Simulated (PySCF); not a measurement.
# From computed data to an observable: refractive index and permittivity of the vapour

AgF, SMILES [F][Ag], multiplicity 1.

Geometry optimised at B3LYP-D3(BJ)/def2-TZVPD. The spin state was assumed, not searched. The def2 effective core potentials stand for the cores of Ag; spin–orbit coupling is left out.

B3LYP/def2-TZVPD (PySCF) gives a mean static polarisability of 24.8 bohr³ and a dipole moment of 5.80 D. Take an ideal gas at 298.15 K and 1 bar, whether or not the substance is that volatile.

### Question
Work out n − 1 in the optical limit and the static ε − 1.

### Answer

Polarisability volume α' = 24.8 × 0.148185 = 3.67 Å³. Number density N = p/kT = 2.43e-5 Å⁻³.
Dilute limit of Lorentz–Lorenz: n − 1 = 2π N α' = 0.00056.
Orientation term of Debye: μ²/(3kT) = 8.098 Å³ × μ²(D²) = 272.41 Å³.
ε − 1 = 4π N (α' + μ²/3kT) = 0.084. Orientation of the dipole supplies 99 % of the static response; it can't follow optical fields. Vibrational polarisation and dispersion are left out.
